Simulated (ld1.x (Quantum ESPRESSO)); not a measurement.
## iodine: excitation energies, all-electron against ultrasoft

```json
{
 "Element": "iodine",
 "Generator": "ld1.x (Quantum ESPRESSO) 7.5",
 "Type": "ultrasoft",
 "Functional": "PBE",
 "Relativity": "scalar-relativistic",
 "Frozen core": "[Ar] 3d10",
 "Valence charge": "25",
 "Reference configuration": "4s2 4p6 4d10 5s2 5p5",
 "Partial waves": "4s (bound): rcut 0.95, rcutus 1.15 bohr; 5s (bound): rcut 0.95, rcutus 1.15 bohr; 4p (bound): rcut 1.05, rcutus 1.15 bohr; 5p (bound): rcut 1.05, rcutus 1.15 bohr; 4d (bound): rcut 0.95, rcutus 1.15 bohr; 4d channel at -2.15 Ry: rcut 0.95, rcutus 1.15 bohr",
 "Local potential": "all-electron potential smoothed inside 0.85 bohr (lloc = -1)",
 "Core correction": "none",
 "Augmentation charge": "built from norm-conserving waves at rcut, not smoothed further"
}
```

Energies are relative to the spin-unpolarised reference configuration 4s2 4p6 4d10 5s2 5p5; without spin polarisation the order of configurations can differ from experiment. Not all tests gave a result: 2 of 7 tests not solved or not reliable. Left out of the table: 4s2 4p6 4d10 5s2 5p4 (pseudo-atom not self-consistent, printed error -284 meV); 4s2 4p6 4d10 5s2 5p4.5 (pseudo-atom not self-consistent, printed error -915 meV).

```json
{"valence configuration": "4s2 4p6 4d10 5s2 5p3", "charge": "+2", "ΔE all-electron (eV)": "30.977", "error AE − PS (meV)": "+1752"}
{"valence configuration": "4s2 4p6 4d10 5s2 5p2", "charge": "+3", "ΔE all-electron (eV)": "60.305", "error AE − PS (meV)": "+3657"}
{"valence configuration": "4s2 4p6 4d10 5s2 5p1", "charge": "+4", "ΔE all-electron (eV)": "99.731", "error AE − PS (meV)": "+6387"}
{"valence configuration": "4s2 4p6 4d9 5s2 5p6", "charge": "0", "ΔE all-electron (eV)": "45.862", "error AE − PS (meV)": "-6622"}
```

(1) What are ΔE and the potential's error for 4s2 4p6 4d10 5s1 5p5?

A Bessel basis up to 400 Ry misses an occupied level by 3.65 Ry, so cutoffs and ghosts were not judged. The potential misses its own reference levels by up to 6.1 eV, so it is not fit for use.

Results:

(1) ΔE = 22.111 eV all-electron; the error (AE − PS) is +1771 meV.

These tests converged, but a pseudo level misses the all-electron one widely, so the file describes the atom poorly there or has found another state: 4s2 4p6 4d10 5s2 5p3: 5s by 2.8 eV; 4s2 4p6 4d10 5s2 5p2: 5s by 3.6 eV; 4s2 4p6 4d10 5s2 5p1: 5s by 4.5 eV; 4s2 4p6 4d10 5s1 5p5: 4d by 5.1 eV; 4s2 4p6 4d9 5s2 5p6: 4d by 6.8 eV.
